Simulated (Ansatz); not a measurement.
Total energies of Si₁₆BH₂₄, a doped nanocrystal cut from the lattice of silicon (B on an inner site) from Ansatz at PBE0-D4/def2-TZVP, gas phase (1 Eh = 27.2114 eV = 2625.5 kJ/mol). The reference geometry is relaxed at PBE-D4/def2-SVP.

Cartesian coordinates in Å:
```
Si 2.413 3.385 -0.251
Si 0.280 0.988 -2.941
Si 0.715 -3.227 1.856
Si -0.438 -2.314 -1.593
B 1.248 0.062 0.523
Si -1.308 2.596 0.201
Si -2.138 -0.814 1.474
Si -3.311 0.223 -2.012
Si 2.857 1.308 0.827
Si 2.160 -1.330 1.735
Si 1.140 -0.560 -1.374
Si 0.322 4.285 0.333
Si -1.676 1.919 -2.019
Si 0.347 -4.106 -0.291
Si -1.341 -2.587 2.796
Si -2.497 -1.574 -0.723
Si -0.393 0.778 1.404
H 3.532 4.299 0.194
H 2.523 3.197 -1.741
H -0.091 0.249 -4.204
H 1.272 2.061 -3.311
H 1.454 -4.203 2.748
H -0.607 -2.714 -3.040
H -2.607 3.053 0.822
H -3.401 -0.206 2.036
H -3.586 -0.231 -3.424
H -4.600 0.736 -1.417
H 4.151 0.777 0.257
H 3.110 1.633 2.280
H 3.498 -1.807 1.221
H 2.370 -0.862 3.155
H 2.457 -1.088 -1.903
H 0.011 5.450 -0.576
H 0.407 4.792 1.750
H -2.148 3.097 -2.840
H 1.629 -4.666 -0.854
H -0.670 -5.217 -0.200
H -2.286 -3.765 2.763
H -1.154 -2.156 4.229
H -3.492 -2.712 -0.716
H -0.153 1.251 2.823
```

```csv
state,geometry,energy (Eh)
charge 0 doublet,reference,-4669.55258
charge 1 singlet,reference,-4669.26945
charge -1 singlet,reference,-4669.69390
free Si atom (triplet),–,-289.24943
free B atom (doublet),–,-24.61828
free H atom (doublet),–,-0.50104
```

Single mean-field runs in def2-TZVP are fitted with def2-universal-jkfit.

Question: Work out the vertical ionisation energy to the singlet.

Answer: E(charge 1 singlet) − E(charge 0 doublet) = -4669.26945 − (-4669.55258) = 0.28313 Eh = 7.70 eV. For comparison, −ε of the highest occupied level of the spin that leaves is 6.61 eV at this level, 1.09 eV less.

Question: Work out the vertical electron affinity, to the singlet.

Answer: E(charge 0 doublet) − E(charge -1 singlet) = -4669.55258 − (-4669.69390) = 0.14132 Eh = 3.85 eV. The basis lacks diffuse functions, which makes affinities too small.

Question: Give the fundamental gap IE − EA, the Mulliken electronegativity (IE + EA)/2 and the hardness (IE − EA)/2.

Answer: From the values in Eh: IE − EA = 0.28313 − 0.14132 = 0.14181 Eh = 3.86 eV; (IE + EA)/2 = 5.77 eV; (IE − EA)/2 = 1.93 eV.

Question: What is the binding energy per atom against free atoms?

Answer: Atoms: 16 × (-289.24943) + 1 × (-24.61828) + 24 × (-0.50104) = -4664.63412 Eh. Binding: -4664.63412 − (-4669.55258) = 4.91846 Eh = 133.84 eV, or 3.26 eV for each of 41 atoms (no zero-point energy, no counterpoise term).
